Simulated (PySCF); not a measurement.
C3H3 (SMILES [C-]#CC), charge -1, singlet, at a GFN2-xTB geometry (in this run its highest filled SCF level lies above zero, so its values depend strongly on the basis, on diffuse functions most of all). Base run: B3LYP/6-31G, TDA (PySCF).

Input for PySCF:
```python
from pyscf import gto, scf, dft, tdscf

mol = gto.M(
    atom='''
C     0.001792   -0.000830    0.348052
C     0.008117   -0.003758    1.576479
C    -0.005887    0.002725   -1.143303
H     0.039631    1.028479   -1.560260
H     0.855571   -0.549931   -1.568224
H    -0.919337   -0.467375   -1.558888
''',
    basis='6-31g',
    charge=-1,
    spin=0,
    verbose=4,
)

mf = dft.RKS(mol)
mf.xc = 'b3lyp'
mf.kernel()
td = mf.TDA()
td.nstates = 5
td.kernel()
td.analyze()
```

Each row names what was changed in the base input (with any setting that the change needs).

```csv
change,first excitation (eV),oscillator strength of the first,second (eV),core-seconds (rough)
base,5.66,0.005,5.85,10
nstates = 2,5.66,0.005,5.85,8
nstates = 10,5.66,0.005,5.85,10
functional = m062x,6.13,0.000,6.87,30
functional = pbe,4.59,0.008,5.37,7
basis = 6-31+G*,3.43,0.000,3.43,20
functional = lc_wpbe,6.64,0.000,7.00,20
functional = camb3lyp,6.43,0.000,6.62,20
conv_tol = 1e-3,5.66,0.005,5.85,7
functional = wb97x,6.58,0.000,6.88,20
```

An iterative solver can miss low states, so a row lists the states that it found.
